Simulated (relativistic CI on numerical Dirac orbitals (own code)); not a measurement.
Crystal-field levels of Co⁴⁺, 3d5

Calculated by Dirac-Coulomb-Breit CI, orbitals from a KLI potential per configuration, model QED, valence Slater integrals scaled by 0.9, one configuration in a parametric crystal field (own radial code). With so little scaling, terms lie 10 to 35 % too far apart, which can change the order of excited levels.

Field parameters in Wybourne normalisation: D4h B²₀ = −7Ds, B⁴₀ = 21(Dq − Dt), B⁴₄ = 21√(5/14) Dq; Oh B⁴₀ = 21Dq, B⁴₄ = √(5/14) B⁴₀; Td as Oh with Dq negative (B⁴₀ = 21Dq, B⁴₄ = √(5/14) B⁴₀). The field is a parameter set, without covalency.

S and J are read from ⟨S²⟩ = S(S + 1) and ⟨J²⟩ = J(J + 1) of each level; they are not fictitious spins.

Td, 10Dq = -11100 cm⁻¹, the lowest 10 levels:

```
E (cm⁻¹)  Degeneracy  Irrep     S     J
     0.0           2     Γ7  2.50  2.50
     0.0           4     Γ8  2.50  2.50
   29636           2     Γ6  1.50  3.34
   29665           4     Γ8  1.50  3.58
   29722           2     Γ7  1.49  3.96
   29761           4     Γ8  1.50  3.90
   35035           2     Γ6  1.50  4.84
   35040           4     Γ8  1.50  4.91
   35222           4     Γ8  1.49  3.76
   35387           2     Γ7  1.50  2.95
```

Principal g values of the ground doublet: 3.34, 3.34, 3.34.

Td, 10Dq = -15800 cm⁻¹, the lowest 10 levels:

```json
{"E (cm⁻¹)": "0.0", "Degeneracy": "2", "Irrep": "Γ7", "S": "2.50", "J": "2.50"}
{"E (cm⁻¹)": "0.0", "Degeneracy": "4", "Irrep": "Γ8", "S": "2.50", "J": "2.50"}
{"E (cm⁻¹)": "25216", "Degeneracy": "2", "Irrep": "Γ6", "S": "1.50", "J": "3.26"}
{"E (cm⁻¹)": "25242", "Degeneracy": "4", "Irrep": "Γ8", "S": "1.49", "J": "3.54"}
{"E (cm⁻¹)": "25282", "Degeneracy": "2", "Irrep": "Γ7", "S": "1.49", "J": "3.90"}
{"E (cm⁻¹)": "25355", "Degeneracy": "4", "Irrep": "Γ8", "S": "1.49", "J": "3.80"}
{"E (cm⁻¹)": "31005", "Degeneracy": "4", "Irrep": "Γ8", "S": "0.65", "J": "4.50"}
{"E (cm⁻¹)": "32130", "Degeneracy": "2", "Irrep": "Γ7", "S": "0.79", "J": "4.76"}
{"E (cm⁻¹)": "32346", "Degeneracy": "2", "Irrep": "Γ6", "S": "1.50", "J": "4.60"}
{"E (cm⁻¹)": "32351", "Degeneracy": "4", "Irrep": "Γ8", "S": "1.50", "J": "4.67"}
```

Principal g values of the ground doublet: 3.34, 3.34, 3.34.

D4h, 10Dq = 14200, Ds = 1890, Dt = -470 cm⁻¹, the lowest 16 levels:

```
E (cm⁻¹)  Degeneracy  Irrep     S     J
     0.0           2     Γ7  2.50  2.50
     1.7           2     Γ7  2.50  2.50
     2.6           2     Γ6  2.50  2.50
   22071           2     Γ7  1.42  3.78
   22220           2     Γ6  1.50  3.55
   22282           2     Γ6  1.50  3.62
   22388           2     Γ7  1.50  3.68
   25085           2     Γ7  0.66  4.59
   26739           2     Γ7  1.48  3.70
   26818           2     Γ6  1.50  3.70
   28581           2     Γ7  1.49  3.56
   28623           2     Γ7  1.47  3.84
   28789           2     Γ6  1.48  4.08
   29026           2     Γ6  1.50  4.27
   31166           2     Γ7  0.59  4.78
   31685           2     Γ6  0.56  4.73
```

Principal g values of the ground doublet: 0.08, 0.08, 10.01.

Oh, 10Dq = 28300 cm⁻¹, the lowest 10 levels:

```json
{"E (cm⁻¹)": "0.0", "Degeneracy": "2", "Irrep": "Γ7", "S": "2.50", "J": "2.51"}
{"E (cm⁻¹)": "0.6", "Degeneracy": "4", "Irrep": "Γ8", "S": "2.50", "J": "2.50"}
{"E (cm⁻¹)": "6870", "Degeneracy": "2", "Irrep": "Γ7", "S": "0.54", "J": "4.75"}
{"E (cm⁻¹)": "8098", "Degeneracy": "4", "Irrep": "Γ8", "S": "0.53", "J": "4.46"}
{"E (cm⁻¹)": "13287", "Degeneracy": "4", "Irrep": "Γ8", "S": "1.50", "J": "3.77"}
{"E (cm⁻¹)": "13405", "Degeneracy": "4", "Irrep": "Γ8", "S": "1.49", "J": "3.52"}
{"E (cm⁻¹)": "13424", "Degeneracy": "2", "Irrep": "Γ7", "S": "1.48", "J": "3.84"}
{"E (cm⁻¹)": "13485", "Degeneracy": "2", "Irrep": "Γ6", "S": "1.50", "J": "3.16"}
{"E (cm⁻¹)": "22233", "Degeneracy": "2", "Irrep": "Γ6", "S": "1.50", "J": "4.12"}
{"E (cm⁻¹)": "22242", "Degeneracy": "4", "Irrep": "Γ8", "S": "1.50", "J": "4.05"}
```

Principal g values of the ground doublet: 3.33, 3.33, 3.33.

Td, 10Dq = -14650 cm⁻¹, the lowest 16 levels:

| E (cm⁻¹) | Degeneracy | Irrep | S | J |
| --- | --- | --- | --- | --- |
| 0.0 | 2 | Γ7 | 2.50 | 2.50 |
| 0.0 | 4 | Γ8 | 2.50 | 2.50 |
| 26309 | 2 | Γ6 | 1.50 | 3.27 |
| 26338 | 4 | Γ8 | 1.49 | 3.54 |
| 26385 | 2 | Γ7 | 1.49 | 3.91 |
| 26447 | 4 | Γ8 | 1.50 | 3.82 |
| 32794 | 4 | Γ8 | 1.08 | 4.17 |
| 33086 | 2 | Γ6 | 1.50 | 4.66 |
| 33093 | 4 | Γ8 | 1.50 | 4.73 |
| 33325 | 2 | Γ7 | 1.46 | 3.13 |
| 33728 | 4 | Γ8 | 1.09 | 4.16 |
| 34385 | 2 | Γ7 | 0.59 | 5.09 |
| 37528 | 4 | Γ8 | 1.49 | 4.42 |
| 37550 | 2 | Γ7 | 1.49 | 4.40 |
| 37567 | 2 | Γ6 | 1.49 | 4.47 |
| 37587 | 4 | Γ8 | 1.50 | 4.43 |

Principal g values of the ground doublet: 3.34, 3.34, 3.34.

The free-ion ground term has S = 5/2. Every field shown keeps that spin.

Levels of this model without a field, named by their leading LS term: ⁶S5/2 0, ⁴G11/2 37521, ⁴G9/2 37591, ⁴G5/2 37602, ⁴G7/2 37610, ⁴P5/2 43254, ⁴P3/2 43389, ⁴P1/2 43533 cm⁻¹.
